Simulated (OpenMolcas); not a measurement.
# Xe3+: CASPT2 settings compared

| Property | Result |
| --- | --- |
| Program | OpenMolcas |
| Basis | ANO-R1 [6s5p3d1f] |
| Scalar Hamiltonian | X2C, finite nucleus |
| Active space | 5 electrons in 4 orbitals (5s 5p) |
| State averaging | 2S+1 = 4 odd, 1 root; 2S+1 = 2 odd, 11 roots; 2S+1 = 4 even, 3 roots; 2S+1 = 2 even, 9 roots |
| Spin-orbit coupling | RASSI with atomic mean-field integrals over the reference wave functions, term energies averaged over their components |

Methods on the same reference wave functions:
A. CASSCF
B. SS-CASPT2, IPEA 0 Eh, imaginary shift 0.1 Eh (closed shells correlated: 4s 4p 4d)
C. MS-CASPT2, IPEA 0 Eh, imaginary shift 0.1 Eh (closed shells correlated: 4s 4p 4d)

Energies in eV above 5s² 5p³ ⁴S°_3/2, the measured ground level; measured values from Saloman, J. Phys. Chem. Ref. Data 33, 765 (2004).

```csv
Level,A,B,C,Measured
5s² 5p³ ⁴S°_3/2,0.0000,0.0000,0.0000,0.0000
5s² 5p³ ²D°_3/2 [73 %],2.0786,1.978,1.976,1.6449
5s² 5p³ ²D°_5/2,2.6865,2.497,2.500,2.1711
5s² 5p³ ²P°_1/2,3.7057,3.958,3.934,3.4761
5s² 5p³ ²P°_3/2 [71 %],4.6333,4.775,4.770,4.4200
5s 5p⁴ ⁴P_5/2,12.7492,12.476,12.479,12.3567
5s 5p⁴ ⁴P_3/2,13.6891,13.434,13.438,13.2568
5s 5p⁴ ⁴P_1/2,14.0233,13.748,13.751,13.5458
5s 5p⁴ ²D_3/2,17.7536,15.679,15.682,15.1173
5s 5p⁴ ²D_5/2,17.9427,15.937,15.940,15.5569
5s 5p⁴ ²S_1/2 [62 %],20.0967,18.281,18.284,18.6890
5s 5p⁴ ²P_3/2,21.8185,18.631,18.634,20.5808
5s 5p⁴ ²P_1/2 [65 %],23.0281,20.140,20.143,22.0631
5p⁵ ²P°_3/2,33.9476,29.726,29.747,
5p⁵ ²P°_1/2,35.4973,31.276,31.307,
```

Deviations, from unrounded energies. A percentage is the sum of absolute deviations over the sum of measured energies, with the sign that they share, or ± where signs differ.

| Against measurement | Levels | A | B | C |
| --- | --- | --- | --- | --- |
| mean absolute deviation (cm-1) | 12 | 7600 | 4900 | 4800 |
| other terms of the ground configuration (%) | 4 | +11.9 | +12.8 | +12.5 |
| other configurations (%) | 8 | +7.6 | ±4.4 | ±4.4 |

B, C lie about equally close to measurement and A furthest from it. The largest miss of C in the table is 5s 5p⁴ ²P_3/2, by -16000 cm-1. The ranking rests on the paired levels alone, and a cruder setting can come out closer through cancelling errors.

Between B and C the level of the table that moves most is 5p⁵ ²P°_1/2, by 250 cm-1 (lowest in B, highest in C). Moves below CASPT2's spread within the term are not significant.

The mean deviations of B to C differ by less than CASPT2's widest spread within a term (560 cm-1), so their order carries little weight.

From A to B the spin-free energies of the other terms of 5s² 5p³ shown, above ⁴S°, scale by factors of 0.93 to 1.08.

The lowest spin-free term lies below A's lowest term by 0.467 hartree in B, 0.467 hartree in C.

CASPT2 does not keep the components of a term degenerate, so their means are used; among the terms shown or strongly mixed into the levels shown the widest spread is 560 cm-1 (5s 5p⁴ ²D, C). Over all roots computed the reference weight is 0.83 to 0.93 in B, 0.83 to 0.93 in C; the roots of lowest weight are the least certain, and an intruder state may touch them. Terms of s pⁿ other than that of highest spin mix with s² pⁿ⁻² d, which this space lacks; all of them can be thousands of cm-1 off, and some have no real level of that name. The basis is small and was not contracted for so high a charge. Some levels mix across a computed gap that differs much from the measured one, so their mixing is not that of the real levels (holds for B; C). Some terms miss by over 15 % even with CASPT2, which points to a basis or an active space too small for the shells correlated (holds for B; C). Measured partners are found by configuration, term and J. A level has none where our copy of the source lacks it or the pairing is in doubt (some pairs that miss far off the trend of their configuration count as doubtful), and it then counts in no deviation. Only configurations of the active space appear.

A share in square brackets marks a mixed level and gives the weight of the term that names it, the lowest over the columns. ° marks odd parity.
